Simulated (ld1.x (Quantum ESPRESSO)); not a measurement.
**Pt: excitation energies, all-electron against PAW**

platinum, PAW, made with ld1.x (Quantum ESPRESSO) 7.5 (LDA (PZ), scalar-relativistic). Core [Xe] 4f14, reference 5d8 6s2 6p0. Waves: 6s (bound): rcut 1.75, rcutus 2.25 bohr; 6s channel at -0.1 Ry: rcut 1.75, rcutus 2.25 bohr; 6p (bound, empty): rcut 2.25, rcutus 2.80 bohr; 6p channel at 0.65 Ry: rcut 2.25, rcutus 2.80 bohr; 5d (bound): rcut 2.10, rcutus 2.40 bohr; 5d channel at 1.1 Ry: rcut 2.10, rcutus 2.40 bohr; 5f channel at 0.45 Ry: rcut 2.00, rcutus 2.45 bohr. Local part: all-electron potential smoothed inside 2.00 bohr (lloc = -1). Core correction: Bessel-smoothed model core, default radius (core density twice the valence density). Augmentation charge: BESSEL, radius 1.75 bohr.

Energies are relative to the spin-unpolarised reference configuration 5d8 6s2 6p0; without spin polarisation the order of configurations can differ from experiment. Spin-polarised rows fill each open shell by Hund’s rule, majority spin first. Not all tests gave a result: 2 of 9 tests not solved or not reliable. Left out of the table: 5d9 6s1 6p0 (solver errors, printed error -1.4 eV); 5d9 6s1 6p0 (spin-polarised) (solver errors, printed error -1.6 eV).

```json
{"valence configuration": "5d9 6s0 6p0", "charge": "+1", "ΔE all-electron (eV)": "8.614", "error AE − PS (meV)": "-35"}
{"valence configuration": "5d8 6s0 6p0", "charge": "+2", "ΔE all-electron (eV)": "28.873", "error AE − PS (meV)": "-4.5"}
{"valence configuration": "5d8 6s1 6p1", "charge": "0", "ΔE all-electron (eV)": "5.665", "error AE − PS (meV)": "-1.6"}
{"valence configuration": "5d10 6s0 6p0", "charge": "0", "ΔE all-electron (eV)": "-0.876", "error AE − PS (meV)": "-82"}
{"valence configuration": "5d7 6s0 6p0", "charge": "+3", "ΔE all-electron (eV)": "61.385", "error AE − PS (meV)": "-104"}
{"valence configuration": "5d8 6s1 6p0", "charge": "+1", "ΔE all-electron (eV)": "10.487", "error AE − PS (meV)": "-3.2"}
```

Q: What are ΔE and the potential's error for 5d8 6s2 6p0 (spin-polarised)?

A: ΔE = -0.518 eV all-electron; the error (AE − PS) is -4.4 meV.

Levels in the configuration 5d8 6s1 6p0:

| level | all-electron (eV) | pseudo (eV) |
| --- | --- | --- |
| 5d | -16.760 | -16.753 |
| 6s | -14.333 | -14.331 |

Note: ghost state, extra bound levels that the all-electron valence spectrum of the same l lacks: s at -8.8 eV. A true bound ghost makes a file unfit for plane-wave use.
